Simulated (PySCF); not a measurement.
Cd(Cl)(NH2) (CdClH₂N), SMILES [NH2][Cd][Cl]. Atoms are numbered in the order given.

```xyz
5

Cd     0.2711    -0.0139     0.0000
Cl    -2.0253     0.0150     0.0000
N      2.2910     0.1483     0.0000
H      2.6900    -0.3121     0.8125
H      2.6900    -0.3121    -0.8125
```
Charge 0, spin multiplicity 1.

Geometry: B3LYP-D3(BJ)/def2-TZVP. The def2 effective core potentials stand for the cores of Cd; spin–orbit coupling is left out. One conformer was computed; it need not be the lowest.

Level of theory: TDA-M06-2X/def2-SVPD (PySCF 2.14.0).

Vertical excitations.  State labels are in the subgroup Cs.

Question: List the lowest excited states. (The exact figures need the calculation; the answer reports its results.)

Answer: 
```tsv
state	symmetry	energy (eV)	λ (nm)	f	main pairs
S1	A'	4.93	252	0.075	HOMO→LUMO 87 %
S2	A"	5.90	210	0.009	HOMO→LUMO+1 94 %
S3	A"	6.09	203	0.033	HOMO−1→LUMO 91 %
S4	A'	6.10	203	0.026	HOMO−2→LUMO 88 %
S5	A'	6.50	191	0.067	HOMO→LUMO+2 77 %
S6	A"	7.14	174	0.002	HOMO−2→LUMO+1 96 %
S7	A'	7.16	173	0.042	HOMO−1→LUMO+1 66 %, HOMO−3→LUMO 28 %
S8	A'	7.32	169	0.030	HOMO→LUMO+3 54 %, HOMO→LUMO+4 16 %
S9	A'	7.42	167	0.073	HOMO−2→LUMO+2 57 %, HOMO−3→LUMO 13 %, HOMO→LUMO+3 10 %
S10	A"	7.45	166	0.001	HOMO−1→LUMO+2 96 %
T1	A'	4.18	297	0	HOMO→LUMO 94 %
T2	A'	5.78	215	0	HOMO−2→LUMO 88 %
T3	A"	5.78	215	0	HOMO−1→LUMO 59 %, HOMO→LUMO+1 35 %
T4	A"	5.83	213	0	HOMO→LUMO+1 62 %, HOMO−1→LUMO 33 %
```
Triplets are in the Tamm–Dancoff approximation.
